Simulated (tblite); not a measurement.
Species: C12H10O.
Structure used (GFN2-xTB), in Å, numbered top down from 1:
```
atom  x, y, z in Å
C1    -3.727    0.101   -0.335
C2    -2.366    0.753   -0.196
O3    -2.262    1.967   -0.151
C4    -1.234   -0.156   -0.124
C5    -1.293   -1.564   -0.179
C6    -0.022   -2.094   -0.081
C7     0.903   -1.046    0.042
C8     2.274   -1.202    0.160
C9     3.248   -0.225    0.286
C10    3.090    1.155    0.332
C11    1.933    1.916    0.259
C12    0.616    1.498    0.115
C13    0.129    0.208    0.016
H14   -3.767   -0.488   -1.249
H15   -4.490    0.874   -0.371
H16   -3.917   -0.554    0.511
H17   -2.192   -2.145   -0.282
H18    0.230   -3.139   -0.095
H19    2.624   -2.229    0.153
H20    4.267   -0.583    0.362
H21    4.010    1.719    0.441
H22    2.076    2.988    0.320
H23   -0.137    2.275    0.076
```

All values are computed: GFN2-xTB (tblite) harmonic vibrations without scaling, gas phase. Errors from tens to a few hundred cm⁻¹ against measured bands are possible. One conformer, not necessarily the lowest.

Harmonic wavenumbers (cm⁻¹): 43.4, 75.3, 139.2, 167.9, 170.5, 195.7, 285.6, 290.8, 373.3, 384.7, 396.9, 448.9, 514.0, 544.1, 559.9, 612.2, 622.2, 695.8, 720.8, 740.1, 750.7, 805.1, 848.6, 853.1, 865.7, 916.8, 926.7, 938.2, 940.3, 986.2, 995.6, 1004.6, 1073.5, 1091.4, 1139.5, 1190.5, 1213.7, 1246.9, 1290.6, 1292.8, 1342.0, 1364.9, 1378.3, 1402.4, 1419.8, 1451.2, 1465.3, 1470.3, 1504.8, 1532.4, 1581.8, 1586.9, 1689.6, 3028.9, 3031.5, 3035.9, 3040.6, 3053.7, 3055.2, 3061.1, 3067.3, 3130.7, 3142.9.

A = 1648, B = 611.6, C = 447.3 MHz; mass 170.073 u (most abundant isotopes); point group Cs, symmetry number 1.

What is the zero-point energy?

Half the sum of the wavenumbers: 39095 cm⁻¹ = 111.78 kcal/mol.

Entropy at 273.15 K, 1 bar (ideal gas, RRHO, classical rotation)?

Translation 40.89, rotation 30.68, vibration 28.37: S = 99.9 cal/(mol K).

And Cp and H(273.15 K) − H(0)?

Cp = 41.89 cal/(mol K), of which vibrations give 33.94 (their classical limit is 63 R = 125.2); H(273.15 K) − H(0) = 6.48 kcal/mol without the zero-point energy, 4.31 from vibrations.

Blend soft modes into free rotors: weight 1/[1 + (100 cm⁻¹/ν̃)⁴] for the oscillator and the rest for a rotor with moment μB/(μ + B), μ = h/(8π²ν), B = 10⁻⁴⁴ kg m². What vibrational entropy results?

26.47 cal/(mol K) in place of 28.37, which changes −T·S at 273.15 K by +0.52 kcal/mol.

Which modes carry the vibrational entropy at 273.15 K?

43.4 cm⁻¹: 4.92; 75.3 cm⁻¹: 3.84; 139.2 cm⁻¹: 2.65; 167.9 cm⁻¹: 2.29; 170.5 cm⁻¹: 2.27; 195.7 cm⁻¹: 2.01 cal/(mol K); the other 57 give 10.38 together.

Hindered rotation and anharmonicity are outside this model. Other conformers, if any are populated, would add a mixing term that is left out.

Hardware: Arm Neoverse V2, one thread, shared host with 32 logical CPUs at a one-minute load of 20. Cost: 1.0 s of wall time. The figure is for the frequency step alone.
